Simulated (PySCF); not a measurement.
Input file for PySCF: D3(BJ) and D4 dispersion corrections on BrGeHS (SMILES [SH][Ge][Br]), a point of a torsion scan.

```python
from pyscf import gto
from pyscf.dispersion import dftd3, dftd4

mol = gto.M(
    atom='''
    S    -1.31395887    0.44941822    0.52463901
    Ge    0.69584014    0.93494541   -0.39922553
    Br    1.73074094    1.95532049    1.44658035
    H    -1.49779281   -0.61698616   -0.24824599
    ''',
    basis='def2-svp',
    charge=0, spin=0, verbose=0, max_memory=1800)
d3, d4 = {}, {}
for xc in ['hf', 'pbe', 'blyp', 'revpbe', 'tpss', 'r2scan', 'b3lyp', 'pbe0', 'bhlyp', 'camb3lyp', 'b2plyp']:
    d3[xc] = float(dftd3.DFTD3Dispersion(mol, xc=xc, version='d3bj', atm=False).get_dispersion()['energy'])
    print(f'D3(BJ) {xc:10s} {d3[xc]:14.8f} Eh')
for xc in ['hf', 'pbe', 'blyp', 'revpbe', 'tpss', 'r2scan', 'b3lyp', 'pbe0', 'bhlyp', 'camb3lyp', 'b2plyp']:
    d4[xc] = float(dftd4.DFTD4Dispersion(mol, xc={'camb3lyp': 'cam-b3lyp'}.get(xc, xc), atm=True).get_dispersion()['energy'])
    print(f'D4     {xc:10s} {d4[xc]:14.8f} Eh')
```

The log:

```
D3(BJ) hf            -0.03890372 Eh
D3(BJ) pbe           -0.00437040 Eh
D3(BJ) blyp          -0.01077791 Eh
D3(BJ) revpbe        -0.00988910 Eh
D3(BJ) tpss          -0.00593105 Eh
D3(BJ) r2scan        -0.00116407 Eh
D3(BJ) b3lyp         -0.00916440 Eh
D3(BJ) pbe0          -0.00420637 Eh
D3(BJ) bhlyp         -0.00867373 Eh
D3(BJ) camb3lyp      -0.00458746 Eh
D3(BJ) b2plyp        -0.00509530 Eh
D4     hf            -0.01482145 Eh
D4     pbe           -0.00476568 Eh
D4     blyp          -0.01013952 Eh
D4     revpbe        -0.01094973 Eh
D4     tpss          -0.00635359 Eh
D4     r2scan        -0.00095147 Eh
D4     b3lyp         -0.00797410 Eh
D4     pbe0          -0.00405597 Eh
D4     bhlyp         -0.00782621 Eh
D4     camb3lyp      -0.00428294 Eh
D4     b2plyp        -0.00325123 Eh
```

The run finished.

Cost: about 0.020 core-seconds (a rough figure).
